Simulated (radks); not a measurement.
Values are calculated unless marked as measured or tabulated.
Task: Pr3+, 56 electrons, occupied as [Xe] 4f2 (the NIST ground configuration). Level of theory: Dirac Kohn-Sham, Slater X-alpha with alpha = 0.93, spin-unpolarised, spherical densities, finite nucleus; open shells are shared between the two j in proportion to 2j + 1; Fermi nuclear charge, rms radius 4.8919 fm (a radial shooting solver on a logarithmic mesh with Libxc functionals). Some entries of the table are withheld. Estimate them.

orbital,occ.,eigenvalue (eV),<1/r> (bohr^-1),<r> (bohr)
1s1/2,2,-41983.30,64.74,0.02407
2s1/2,2,-6813.708,15.32,0.1023
2p1/2,2,-6454.927,15.32,0.08574
2p3/2,4,-5967.469,13.82,0.09204
3s1/2,2,-1506.646,(1),0.2708
3p1/2,2,-1351.855,5.475,0.2601
3p3/2,4,-1254.679,5.098,0.2724
3d3/2,4,-982.0496,4.972,0.2433
3d5/2,6,-960.9328,4.876,0.2471
4s1/2,2,-329.1181,2.316,0.6167
4p1/2,2,(2),2.215,0.6326
4p3/2,4,(3),2.090,0.6599
4d3/2,4,-151.8916,1.879,0.7065
4d5/2,6,-148.0828,1.848,0.7161
5s1/2,2,-69.7686,0.9269,1.440
5p1/2,2,-52.9641,0.8324,1.586
5p3/2,4,-49.5774,0.7904,1.656
4f5/2,0.857143,-36.4581,1.362,0.9417
4f7/2,1.14286,-35.9989,1.351,0.9495

Result: 
(1) 3s1/2 <1/r> (bohr^-1): 5.555
(2) 4p1/2 eigenvalue (eV): -270.4553
(3) 4p3/2 eigenvalue (eV): -249.1977
